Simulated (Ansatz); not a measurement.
A run for Ansatz (an electronic-structure program): U-CCSD(T)/def2-SVP on CdH4Si (SMILES [SiH3][CdH]), a point of a bond scan (R = 2.039 Å). Elements past Kr take the def2 small-core potentials; no spin–orbit coupling.

Ansatz 0.2 input:
```yaml
crystal:
  periodic: [false, false, false]
  atoms:
    - {symbol: Cd, position_ang: [-0.56643322, -0.31054170, -0.07977578]}
    - {symbol: H, position_ang: [-2.34107166, -1.28347058, -0.32971375]}
    - {symbol: Si, position_ang: [1.63488208, 0.89630877, 0.23025485]}
    - {symbol: H, position_ang: [2.24913649, 0.59379975, 1.54999129]}
    - {symbol: H, position_ang: [1.47089364, 2.37203423, 0.15366084]}
    - {symbol: H, position_ang: [2.62571392, 0.51316070, -0.80992508]}
basis:
  gaussian:
    orbitals: def2-SVP
correlation: {method: ccsd_t, electrons: outside_noble_gas}
scf: {omitted_lower_state_checks: [cluster_reference]}
magnetization: {spin_polarized: true, initial_magnetization: 0}
```

Output:

```
WARN ansatz: RAYON_NUM_THREADS=1 ignored (pool sized by the plan → 1); use --threads N
Functional definition: HF
these checks for a lower state are left out or cut short: cluster_reference
integrals: 0.07 GiB planned
701 factors; integrals over basis functions are off by at most 1.1e-3 eV
mean field: 0.23 GiB planned
mean field evaluation 1: about -12460.5369 eV, gradient 8.6e0 eV
mean field evaluation 2: about -12460.6482 eV, gradient 8.8e0 eV
mean field evaluation 4: about -12461.5597 eV, gradient 1.3e0 eV
mean field evaluation 8: about -12461.5741 eV, gradient 4.9e-4 eV
mean field -12461.57412186 eV, -457.9544022201 hartree, gradient 3.2e-6 eV, S^2 0.000000; 0 other end points of the search recorded, 0 dependent functions left out
9 core orbitals not correlated
reference -12461.57412186 eV, -457.9544022201 hartree; 10, 10 occupied and 50, 50 virtual orbitals, 701 factors
second order -10.72038212 eV of doubles, -0.00000000 eV of singles
coupled cluster: 0.24 GiB planned
cycle   1  -10.98251742 eV  change   -2.6e-1 eV  update   8.2e-2
cycle   2  -11.32243603 eV  change   -3.4e-1 eV  update   3.0e-2
cycle   3  -11.36575301 eV  change   -4.3e-2 eV  update   1.3e-2
cycle   4  -11.35837348 eV  change    7.4e-3 eV  update   4.6e-3
cycle   5  -11.35877958 eV  change   -4.1e-4 eV  update   1.4e-3
cycle   6  -11.35869002 eV  change    9.0e-5 eV  update   4.5e-4
cycle   7  -11.35858775 eV  change    1.0e-4 eV  update   1.3e-4
cycle   8  -11.35866069 eV  change   -7.3e-5 eV  update   4.6e-5
cycle   9  -11.35868421 eV  change   -2.4e-5 eV  update   1.3e-5
perturbative correction -0.24888883 eV, -0.0091464960 hartree
Total energy: -12473.18169491 eV, -458.3809726617 hartree
Checks for a lower state left out: cluster_reference
```

The run converged.

Cost: roughly 5 core-seconds.
